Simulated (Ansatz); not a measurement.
Molecular dynamics of C$_{3}$H$_{13}$NSi$_{2}$

Input file:

```yaml
crystal:
  periodic: [false, false, false]
  atoms:
    - { symbol: Si, position_ang: [0.009772, -0.038565, 0.06148] }
    - { symbol: C, position_ang: [0.209369, -0.033692, 1.945405] }
    - { symbol: H, position_ang: [-0.760246, -0.089924, 2.47214] }
    - { symbol: H, position_ang: [0.823802, -0.889795, 2.278118] }
    - { symbol: H, position_ang: [0.714471, 0.891414, 2.279374] }
    - { symbol: H, position_ang: [1.32742, 0.146138, -0.546027] }
    - { symbol: Si, position_ang: [-1.353309, 1.67343, -0.606254] }
    - { symbol: H, position_ang: [-2.679498, 1.594713, -0.003081] }
    - { symbol: H, position_ang: [-0.780738, 2.961071, -0.225366] }
    - { symbol: H, position_ang: [-1.535946, 1.693794, -2.053808] }
    - { symbol: "N", position_ang: [-0.474731, -1.717093, -0.43419] }
    - { symbol: C, position_ang: [-1.848152, -2.130494, 0.052254] }
    - { symbol: H, position_ang: [-1.90014, -2.009274, 1.155921] }
    - { symbol: H, position_ang: [-2.700166, -1.557638, -0.400178] }
    - { symbol: H, position_ang: [-2.011665, -3.206459, -0.183977] }
    - { symbol: C, position_ang: [-0.409566, -1.926818, -1.933366] }
    - { symbol: H, position_ang: [-1.163686, -1.343707, -2.524801] }
    - { symbol: H, position_ang: [0.603137, -1.647643, -2.297574] }
    - { symbol: H, position_ang: [-0.575126, -3.004757, -2.159468] }
basis:
  gaussian: { orbitals: STO-3G }
hamiltonian:
  xc: revpbe
md:
  timestep: 0.5
  n_steps: 100
  ensemble: nve
  temperature: 1000.0
  initial_velocities: maxwell_boltzmann
  seed: 683730
```

Command:

```bash
$ ansatz run input.yaml --threads 1 --pin off --max-ram 2048MiB --backend cpu --events-out ev --progress --plain --runs-dir out
```

It starts from a relaxed structure.

Output, in part (one step line in 2, the closing report, with atoms numbered from 0):

```
md step     0: t =     0.00 fs  T =  1000.0 K  F+E_penalty+E_count = -20324.14230605 eV  E_kin = 2.197420 eV  conserved = -20321.94488607 eV  (23 SCF iters)
md step     2: t =     1.00 fs  T =   858.4 K  F+E_penalty+E_count = -20323.82523498 eV  E_kin = 1.886210 eV  conserved = -20321.93902518 eV  (25 SCF iters)
md step     4: t =     2.00 fs  T =   611.3 K  F+E_penalty+E_count = -20323.26990642 eV  E_kin = 1.343182 eV  conserved = -20321.92672424 eV  (25 SCF iters)
md step     6: t =     3.00 fs  T =   540.6 K  F+E_penalty+E_count = -20323.11889569 eV  E_kin = 1.188006 eV  conserved = -20321.93088991 eV  (25 SCF iters)
md step     8: t =     4.00 fs  T =   576.3 K  F+E_penalty+E_count = -20323.20335774 eV  E_kin = 1.266400 eV  conserved = -20321.93695785 eV  (25 SCF iters)
md step    10: t =     5.00 fs  T =   554.1 K  F+E_penalty+E_count = -20323.15308388 eV  E_kin = 1.217534 eV  conserved = -20321.93554961 eV  (25 SCF iters)
md step    12: t =     6.00 fs  T =   483.2 K  F+E_penalty+E_count = -20322.99393427 eV  E_kin = 1.061688 eV  conserved = -20321.93224626 eV  (25 SCF iters)
md step    14: t =     7.00 fs  T =   448.5 K  F+E_penalty+E_count = -20322.91558716 eV  E_kin = 0.985647 eV  conserved = -20321.92994023 eV  (25 SCF iters)
md step    16: t =     8.00 fs  T =   512.8 K  F+E_penalty+E_count = -20323.05756177 eV  E_kin = 1.126768 eV  conserved = -20321.93079394 eV  (25 SCF iters)
md step    18: t =     9.00 fs  T =   650.9 K  F+E_penalty+E_count = -20323.36577655 eV  E_kin = 1.430386 eV  conserved = -20321.93539062 eV  (24 SCF iters)
md step    20: t =    10.00 fs  T =   743.1 K  F+E_penalty+E_count = -20323.57307038 eV  E_kin = 1.632927 eV  conserved = -20321.94014321 eV  (25 SCF iters)
md step    22: t =    11.00 fs  T =   679.2 K  F+E_penalty+E_count = -20323.43069253 eV  E_kin = 1.492425 eV  conserved = -20321.93826767 eV  (25 SCF iters)
md step    24: t =    12.00 fs  T =   533.3 K  F+E_penalty+E_count = -20323.10063209 eV  E_kin = 1.171841 eV  conserved = -20321.92879139 eV  (25 SCF iters)
md step    26: t =    13.00 fs  T =   517.6 K  F+E_penalty+E_count = -20323.06886065 eV  E_kin = 1.137344 eV  conserved = -20321.93151651 eV  (26 SCF iters)
md step    28: t =    14.00 fs  T =   576.7 K  F+E_penalty+E_count = -20323.20608073 eV  E_kin = 1.267197 eV  conserved = -20321.93888326 eV  (27 SCF iters)
md step    30: t =    15.00 fs  T =   528.0 K  F+E_penalty+E_count = -20323.09695364 eV  E_kin = 1.160242 eV  conserved = -20321.93671116 eV  (27 SCF iters)
md step    32: t =    16.00 fs  T =   400.0 K  F+E_penalty+E_count = -20322.81004699 eV  E_kin = 0.878864 eV  conserved = -20321.93118322 eV  (26 SCF iters)
md step    34: t =    17.00 fs  T =   334.6 K  F+E_penalty+E_count = -20322.66291359 eV  E_kin = 0.735318 eV  conserved = -20321.92759587 eV  (27 SCF iters)
md step    36: t =    18.00 fs  T =   428.0 K  F+E_penalty+E_count = -20322.86965473 eV  E_kin = 0.940544 eV  conserved = -20321.92911078 eV  (25 SCF iters)
md step    38: t =    19.00 fs  T =   635.7 K  F+E_penalty+E_count = -20323.33276214 eV  E_kin = 1.396885 eV  conserved = -20321.93587685 eV  (25 SCF iters)
md step    40: t =    20.00 fs  T =   780.9 K  F+E_penalty+E_count = -20323.65796398 eV  E_kin = 1.716002 eV  conserved = -20321.94196218 eV  (27 SCF iters)
md step    42: t =    21.00 fs  T =   721.7 K  F+E_penalty+E_count = -20323.52464591 eV  E_kin = 1.585846 eV  conserved = -20321.93879981 eV  (27 SCF iters)
md step    44: t =    22.00 fs  T =   558.0 K  F+E_penalty+E_count = -20323.15495264 eV  E_kin = 1.226150 eV  conserved = -20321.92880214 eV  (27 SCF iters)
md step    46: t =    23.00 fs  T =   525.0 K  F+E_penalty+E_count = -20323.08401260 eV  E_kin = 1.153655 eV  conserved = -20321.93035796 eV  (26 SCF iters)
md step    48: t =    24.00 fs  T =   599.9 K  F+E_penalty+E_count = -20323.25555517 eV  E_kin = 1.318299 eV  conserved = -20321.93725666 eV  (26 SCF iters)
md step    50: t =    25.00 fs  T =   608.6 K  F+E_penalty+E_count = -20323.27505512 eV  E_kin = 1.337421 eV  conserved = -20321.93763409 eV  (27 SCF iters)
md step    52: t =    26.00 fs  T =   519.6 K  F+E_penalty+E_count = -20323.07539391 eV  E_kin = 1.141801 eV  conserved = -20321.93359257 eV  (27 SCF iters)
md step    54: t =    27.00 fs  T =   431.7 K  F+E_penalty+E_count = -20322.87820834 eV  E_kin = 0.948727 eV  conserved = -20321.92948105 eV  (26 SCF iters)
md step    56: t =    28.00 fs  T =   451.3 K  F+E_penalty+E_count = -20322.92105441 eV  E_kin = 0.991770 eV  conserved = -20321.92928441 eV  (25 SCF iters)
md step    58: t =    29.00 fs  T =   580.8 K  F+E_penalty+E_count = -20323.21006366 eV  E_kin = 1.276182 eV  conserved = -20321.93388198 eV  (27 SCF iters)
md step    60: t =    30.00 fs  T =   700.9 K  F+E_penalty+E_count = -20323.47889796 eV  E_kin = 1.540099 eV  conserved = -20321.93879863 eV  (27 SCF iters)
md step    62: t =    31.00 fs  T =   693.5 K  F+E_penalty+E_count = -20323.46133826 eV  E_kin = 1.523820 eV  conserved = -20321.93751831 eV  (27 SCF iters)
md step    64: t =    32.00 fs  T =   605.0 K  F+E_penalty+E_count = -20323.25961802 eV  E_kin = 1.329341 eV  conserved = -20321.93027670 eV  (27 SCF iters)
md step    66: t =    33.00 fs  T =   600.1 K  F+E_penalty+E_count = -20323.25042833 eV  E_kin = 1.318587 eV  conserved = -20321.93184169 eV  (26 SCF iters)
md step    68: t =    34.00 fs  T =   643.8 K  F+E_penalty+E_count = -20323.35377937 eV  E_kin = 1.414644 eV  conserved = -20321.93913564 eV  (27 SCF iters)
md step    70: t =    35.00 fs  T =   568.2 K  F+E_penalty+E_count = -20323.18624230 eV  E_kin = 1.248588 eV  conserved = -20321.93765445 eV  (27 SCF iters)
md step    72: t =    36.00 fs  T =   397.0 K  F+E_penalty+E_count = -20322.80352975 eV  E_kin = 0.872454 eV  conserved = -20321.93107541 eV  (26 SCF iters)
md step    74: t =    37.00 fs  T =   293.6 K  F+E_penalty+E_count = -20322.57299966 eV  E_kin = 0.645271 eV  conserved = -20321.92772897 eV  (26 SCF iters)
md step    76: t =    38.00 fs  T =   347.7 K  F+E_penalty+E_count = -20322.69433095 eV  E_kin = 0.763984 eV  conserved = -20321.93034671 eV  (26 SCF iters)
md step    78: t =    39.00 fs  T =   491.4 K  F+E_penalty+E_count = -20323.01567256 eV  E_kin = 1.079766 eV  conserved = -20321.93590618 eV  (26 SCF iters)
md step    80: t =    40.00 fs  T =   576.5 K  F+E_penalty+E_count = -20323.20616636 eV  E_kin = 1.266795 eV  conserved = -20321.93937134 eV  (26 SCF iters)
md step    82: t =    41.00 fs  T =   519.4 K  F+E_penalty+E_count = -20323.07742586 eV  E_kin = 1.141367 eV  conserved = -20321.93605880 eV  (27 SCF iters)
md step    84: t =    42.00 fs  T =   416.9 K  F+E_penalty+E_count = -20322.84485213 eV  E_kin = 0.916165 eV  conserved = -20321.92868763 eV  (27 SCF iters)
md step    86: t =    43.00 fs  T =   441.4 K  F+E_penalty+E_count = -20322.90089540 eV  E_kin = 0.970047 eV  conserved = -20321.93084808 eV  (27 SCF iters)
md step    88: t =    44.00 fs  T =   547.1 K  F+E_penalty+E_count = -20323.13976819 eV  E_kin = 1.202229 eV  conserved = -20321.93753927 eV  (25 SCF iters)
md step    90: t =    45.00 fs  T =   570.6 K  F+E_penalty+E_count = -20323.19109882 eV  E_kin = 1.253793 eV  conserved = -20321.93730583 eV  (25 SCF iters)
md step    92: t =    46.00 fs  T =   499.6 K  F+E_penalty+E_count = -20323.03120127 eV  E_kin = 1.097811 eV  conserved = -20321.93339077 eV  (25 SCF iters)
md step    94: t =    47.00 fs  T =   431.5 K  F+E_penalty+E_count = -20322.87887158 eV  E_kin = 0.948218 eV  conserved = -20321.93065340 eV  (24 SCF iters)
md step    96: t =    48.00 fs  T =   443.1 K  F+E_penalty+E_count = -20322.90444710 eV  E_kin = 0.973709 eV  conserved = -20321.93073813 eV  (26 SCF iters)
md step    98: t =    49.00 fs  T =   532.5 K  F+E_penalty+E_count = -20323.10394039 eV  E_kin = 1.170221 eV  conserved = -20321.93371968 eV  (26 SCF iters)
md step   100: t =    50.00 fs  T =   618.9 K  F+E_penalty+E_count = -20323.29783897 eV  E_kin = 1.360072 eV  conserved = -20321.93776679 eV  (24 SCF iters)
Total energy: -20323.29787726 eV, -746.8674213633 hartree
Atom 0 at    -0.017578    -0.014312    -0.062159 Å, force     0.064711    -0.468955    -0.659935 eV/Å
Atom 1 at     0.184000    -0.030633     1.757477 Å, force     0.847340    -0.750998     5.448189 eV/Å
Atom 2 at    -0.666542    -0.500383     2.360523 Å, force     0.339510     0.337414    -1.309895 eV/Å
Atom 3 at     1.057186    -0.589743     2.264023 Å, force    -0.700293     0.413527    -1.561671 eV/Å
Atom 4 at     0.267893     0.951746     2.313443 Å, force    -0.101344    -0.160854    -1.203547 eV/Å
Atom 5 at     1.278320     0.112434    -0.729720 Å, force    -0.052690     0.217933     0.008812 eV/Å
Atom 6 at    -1.389025     1.790017    -0.378398 Å, force     1.732169     0.697186     0.629702 eV/Å
Atom 7 at    -1.838041     2.639038     0.714917 Å, force     0.206553    -0.362850     0.490356 eV/Å
Atom 8 at    -0.676236     2.724485    -1.209441 Å, force     0.096799     0.246345    -0.562993 eV/Å
Atom 9 at    -2.550070     1.397612    -0.991534 Å, force    -2.120171    -0.638969    -1.392424 eV/Å
Atom 10 at    -0.528125    -1.705391    -0.471243 Å, force     0.145683     0.165086    -0.200355 eV/Å
Atom 11 at    -1.941816    -2.021928    -0.122887 Å, force    -0.677614    -0.632481    -0.672595 eV/Å
Atom 12 at    -2.208606    -1.690483     0.885681 Å, force     0.105871     0.519016     0.620028 eV/Å
Atom 13 at    -2.729924    -1.624213    -0.822365 Å, force     0.165608     0.055597     0.025602 eV/Å
Atom 14 at    -2.074650    -3.121291    -0.100841 Å, force    -0.024085    -0.317445    -0.162115 eV/Å
Atom 15 at    -0.123848    -2.322484    -1.801640 Å, force     0.053420     0.301268    -0.312868 eV/Å
Atom 16 at    -0.396436    -1.745399    -2.723950 Å, force    -0.363508     0.205171     0.104924 eV/Å
Atom 17 at     0.992558    -2.372580    -1.846711 Å, force    -0.156470    -0.341515     0.196356 eV/Å
Atom 18 at    -0.580884    -3.345475    -1.954979 Å, force     0.438511     0.515524     0.514430 eV/Å
Dipole moment:    -0.074058     0.005110    -0.094938 e Å
```

The run went to its last step. The conserved energy stayed within 0.96 meV per atom of its start (net change 0.37 meV per atom), so the integration is sound. A run of 0.05 ps of so small a system gives no equilibrium averages. Limits of this set-up: minimal basis.

The same pairs are bonded in the first frame and the last. Pairs count as bonded within 1.25 times the sum of covalent radii (0.12 Å more for H–H).

Last frame:

```xyz
19
Properties=species:S:1:pos:R:3
Si -0.018 -0.014 -0.062
C 0.184 -0.031 1.758
H -0.666 -0.500 2.361
H 1.057 -0.590 2.264
H 0.268 0.952 2.313
H 1.278 0.112 -0.730
Si -1.389 1.790 -0.378
H -1.838 2.639 0.715
H -0.676 2.724 -1.209
H -2.550 1.398 -0.992
N -0.528 -1.705 -0.471
C -1.942 -2.022 -0.123
H -2.209 -1.690 0.886
H -2.730 -1.624 -0.822
H -2.075 -3.121 -0.101
C -0.124 -2.322 -1.802
H -0.396 -1.745 -2.724
H 0.993 -2.373 -1.847
H -0.581 -3.345 -1.955
```

The run took 4.9 min on 1 thread of Intel(R) Xeon(R) Platinum 8559C (Emerald Rapids), on a shared host, peak memory 0.13 GiB.
